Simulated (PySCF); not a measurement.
## 29Si chemical shifts

One computed conformer, fast rotation and ring inversion assumed for equivalent nuclei, isolated molecule, relativity neglected. Geometry from GFN2-xTB; NMR shieldings at PBE0/pcSseg-1/GIAO; PySCF.

Shieldings were converted by a linear fit to measured shifts: 29Si: δ = 279.94 − 0.822σ (rms 8.9 ppm, 72 shifts, 25.8 ppm with the 6 outliers that the fit left out vs TMS, solution or neat liquid). A few per cent of atoms miss by over 2 rms, more outside the fitted compound classes.

(1) Give the 29Si shifts of `CS[Si@@H](O)[SiH3]`, `C[C@@H]1OCC(=O)[SiH2]1`, `[SiH3]c1cpccn1`, `[SiH4]`.

(2) Match the shifts -46.6, -61.3, -89.0, -98.8 ppm to `[SiH3]c1cnccp1`, `FCCCC#C[SiH3]`, `[SiH4]`, `CN[SiH](OC)OC`.

## Answers

(1) 
```tsv
compound	environment	δ (ppm)
[CH3:1][S:2][Si@@H:3]([OH:4])[SiH3:5]	Si3: silicon bonded to O, S, Si, H	2.0
[CH3:1][S:2][Si@@H:3]([OH:4])[SiH3:5]	Si5: silicon bonded to Si, 3 H	-108.6
C[C@@H]1OCC(=O)[SiH2]1	silicon bonded to 2 C, 2 H, in a 5-membered ring	-68.4
[SiH3]c1cpccn1	silicon bonded to C, 3 H	-63.5
[SiH4]	silicon bonded to 4 H	-98.8
```

(2) -46.6: CN[SiH](OC)OC (silicon bonded to N, 2 O, H); -61.3: [SiH3]c1cnccp1 (silicon bonded to C, 3 H); -89.0: FCCCC#C[SiH3] (silicon bonded to C, 3 H); -98.8: [SiH4] (silicon bonded to 4 H).
